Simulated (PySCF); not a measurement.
# Radial density of Ar²⁺ (argon, charge +2)

UHF, [Ne] 3s2 3p4, high-spin 3P determinant. Calculation: PySCF 2.14, in aug-cc-pV(D+d)Z (5s4p3d, 32 functions); the non-relativistic Hamiltonian (point nucleus).

```json
{"r (bohr)": "0.00119", "4πr²ρ (e/bohr)": "0.06508", "4πr²(ρα − ρβ)": "0.0000"}
{"r (bohr)": "0.00200", "4πr²ρ (e/bohr)": "0.1794", "4πr²(ρα − ρβ)": "0.0000"}
{"r (bohr)": "0.00336", "4πr²ρ (e/bohr)": "0.4820", "4πr²(ρα − ρβ)": "0.0001"}
{"r (bohr)": "0.00565", "4πr²ρ (e/bohr)": "1.257", "4πr²(ρα − ρβ)": "0.0002"}
{"r (bohr)": "0.00950", "4πr²ρ (e/bohr)": "3.096", "4πr²(ρα − ρβ)": "0.0004"}
{"r (bohr)": "0.0160", "4πr²ρ (e/bohr)": "6.948", "4πr²(ρα − ρβ)": "0.0012"}
{"r (bohr)": "0.0269", "4πr²ρ (e/bohr)": "13.31", "4πr²(ρα − ρβ)": "0.0037"}
{"r (bohr)": "0.0452", "4πr²ρ (e/bohr)": "19.73", "4πr²(ρα − ρβ)": "0.0149"}
{"r (bohr)": "0.0760", "4πr²ρ (e/bohr)": "19.77", "4πr²(ρα − ρβ)": "0.0620"}
{"r (bohr)": "0.128", "4πr²ρ (e/bohr)": "14.66", "4πr²(ρα − ρβ)": "0.2052"}
{"r (bohr)": "0.215", "4πr²ρ (e/bohr)": "18.30", "4πr²(ρα − ρβ)": "0.3707"}
{"r (bohr)": "0.362", "4πr²ρ (e/bohr)": "19.28", "4πr²(ρα − ρβ)": "0.1565"}
{"r (bohr)": "0.609", "4πr²ρ (e/bohr)": "6.567", "4πr²(ρα − ρβ)": "0.1621"}
{"r (bohr)": "1.02", "4πr²ρ (e/bohr)": "4.855", "4πr²(ρα − ρβ)": "1.4585"}
{"r (bohr)": "1.72", "4πr²ρ (e/bohr)": "3.111", "4πr²(ρα − ρβ)": "1.0719"}
{"r (bohr)": "2.90", "4πr²ρ (e/bohr)": "0.2624", "4πr²(ρα − ρβ)": "0.0876"}
{"r (bohr)": "4.87", "4πr²ρ (e/bohr)": "0.001269", "4πr²(ρα − ρβ)": "0.0004"}
{"r (bohr)": "8.19", "4πr²ρ (e/bohr)": "3.832e-05", "4πr²(ρα − ρβ)": "0.0000"}
```
